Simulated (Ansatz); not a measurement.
`CO[B](F)[GaH2]` + H₂ → `COBF` + `[GaH3]`  (hydrogenolysis of a B–Ga bond)

Computed with Ansatz on PBE0-D4/def2-TZVP structures; ΔE is electronic, products minus reactants. CCSD(T)/CBS adds triple-zeta CCSD(T) − MP2 to the extrapolated MP2 energy (def2 sets, frozen cores). This one scheme is used for every species. Functionals use def2-TZVPP. HSE06 is defined as in plane-wave codes. For Ga outer-core shells are correlated without core-valence functions, which leaves a few kJ/mol of doubt a bond. Scalar relativity is left out up to krypton. Each species was taken in one conformer, which may not be the lowest.

CCSD(T)/CBS gives -32.5 kJ/mol.

(1) Another level gave -38.1 kJ/mol. Which?
A. CAM-B3LYP/def2-TZVPP
B. HSE06/def2-TZVPP
C. r2SCAN-D4/def2-TZVPP
D. HF/def2-TZVPP

Largest T1 diagnostic among the species: 0.014.

Results:

(1) B. HSE06 -38.1, r2SCAN-D4 -33.2, HF/def2-TZVPP -68.2, CAM-B3LYP -46.1 kJ/mol.

From PBE to PBE0 (25 % exact exchange), in def2-TZVPP and without D4, ΔE moves by −7.6 kJ/mol. At CCSD(T), def2-SVP lies −16.6 kJ/mol from the extrapolated value and def2-TZVPP −3.9 kJ/mol.

CCSD(T)/CBS has its own doubt, a few kJ/mol and more with outer-core shells, so smaller differences from it don't rank the levels.
